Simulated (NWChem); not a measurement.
System: CH$_{7}$NOSi; SMILES NC[SiH2]O

```xyz
11

N      0.1170     2.2062     0.0052
C     -0.7057     0.9727     0.0283
Si     0.3772    -0.5877     0.0122
O     -0.4250    -2.0538     0.0919
H      0.7300     2.2344     0.8192
H      0.7265     2.2089    -0.8121
H     -1.3937     1.0088    -0.8262
H     -1.3412     1.0047     0.9217
H      1.2525    -0.5587     1.2123
H      1.2379    -0.4970    -1.2094
H     -0.9480    -2.3025    -0.6824
```
Atoms are numbered in this order, from 1.

Program: NWChem. Pople sets run with spherical d functions. All runs use the structure optimised with B3LYP/6-31G* (spherical d). Level: B3LYP/6-31G* with SMD (1 M gas to 1 M solution), gas-phase geometry. Reactions with the solvent are ignored.

For solvent toluene:

```yaml
solvation free energy (kcal/mol): -4.1
cavity-dispersion-structure term (kcal/mol): -0.1
dipole in solution (D): 1.45
```

**Question.** Estimate the same quantities for solvent water.

**Answer.** The solvation free energy (kcal/mol) is -7.3. The cavity-dispersion-structure term (kcal/mol) comes out as 3.0 and the dipole in solution (D) is 1.71.
